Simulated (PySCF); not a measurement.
Estimate the missing entries of this data sheet.

Species: C₄H₁₂Si₂.
SMILES: `C1C[C@@H](C)[SiH2][SiH2]1`

```json
{"property": "point group", "level": "PBE0-D3(BJ)/def2-SVP", "value": "C1"}
{"property": "rotational constants A, B, C", "level": "PBE0-D3(BJ)/def2-SVP", "value": "3.413, 1.808, 1.280 GHz"}
{"property": "dipole moment", "level": "B3LYP/def2-SVPD", "value": "1.06 D"}
{"property": "HOMO energy", "level": "B3LYP/def2-SVPD", "value": "-7.14 eV"}
{"property": "LUMO energy", "level": "B3LYP/def2-SVPD", "value": "-0.08 eV"}
{"property": "lowest singlet excitation", "level": "TDDFT B3LYP/def2-SVPD", "value": "6.14 eV (202 nm, f = 0.019)"}
{"property": "strongest line among the 10 lowest singlet transitions", "level": "TDDFT B3LYP/def2-SVPD", "value": "?"}
{"property": "lowest triplet excitation (Tamm–Dancoff)", "level": "TDA B3LYP/def2-SVPD", "value": "5.66 eV"}
{"property": "static isotropic polarisability", "level": "B3LYP/def2-SVPD", "value": "105.3 au"}
{"property": "vertical ionisation energy", "level": "ΔSCF B3LYP/def2-SVPD", "value": "?"}
{"property": "electronic spatial extent ⟨r²⟩ about the centre of nuclear charge", "level": "B3LYP/def2-SVPD", "value": "?"}
{"property": "13C chemical shifts (computed TMS as zero) by class", "level": "GIAO PBE0/pcSseg-1", "value": "?"}
{"property": "1H chemical shifts (computed TMS as zero) by class", "level": "GIAO PBE0/pcSseg-1", "value": "3.93 (1 H), 3.85 (1 H), 3.83 (1 H), 3.52 (1 H), 2.00 (1 H), 1.37 (1 H), 1.32 (3 H), 0.92 (1 H), 0.70 (1 H), 0.59 (1 H) ppm"}
{"property": "isotropic shieldings of nuclei other than C and H, by class", "level": "GIAO PBE0/pcSseg-1", "value": "?"}
{"property": "core binding energies", "level": "ΔSCF SCAN, pcX-2 on the ionised atom, pcseg-1 elsewhere, spin-free X2C, 2p3/2 from a spin–orbit splitting computed afterwards within the 2p shell", "value": "Si2p3/2 105.9, Si2p3/2 106.0, C1s 290.0, C1s 290.0, C1s 290.5, C1s 290.5, Si1s 1845.6, Si1s 1845.7 eV"}
```

Electronic properties: PySCF, gas phase, density fitting. NMR classes are plain means over equivalent atoms (diastereotopic ones count apart unless rotation or inversion swaps them), as if these changed places fast; in this geometry the members of some classes differ.

Question: The electronic spatial extent ⟨r²⟩ about the centre of nuclear charge?

Answer: 1020 bohr².

Question: What are the isotropic shieldings of nuclei other than C and H, by class?

Answer: 409 (1 Si), 413 (1 Si) ppm.

Question: Give the 13C chemical shifts (computed TMS as zero) by class.

Answer: 37.3 (1 C), 24.7 (1 C), 20.1 (1 C), 11.8 (1 C) ppm.

Question: Give the strongest line among the 10 lowest singlet transitions.

Answer: S3 at 6.72 eV (185 nm, f = 0.159).

Question: The vertical ionisation energy?

Answer: 9.08 eV.

The 10 singlets span 6.14 to 7.61 eV, and their oscillator strengths add up to 0.43. No computed singlet falls in the visible range (750 to 380 nm, 1.65 to 3.26 eV); S1 lies 2.88 eV above its blue end. With B = h/(8π²I), that is 505.379 GHz u Å² over I, the principal moments of inertia are 148.1, 279.6 and 394.8 u Å² (most abundant isotopes); the inertial defect Ic − Ia − Ib is -32.9 u Å² (zero for a rigid planar frame, negative otherwise). The vertical singlet–triplet gap S1 − T1 is 0.48 eV (TDDFT singlet less Tamm–Dancoff triplet; S1: HOMO→LUMO, weight 0.90; T1: HOMO→LUMO, weight 0.77).

For the geometry optimisation (PBE0-D3(BJ)/def2-SVP), hardware: one thread of an Arm Neoverse V2 (shared host). Cost: 50 s.

One conformer stands for the species.
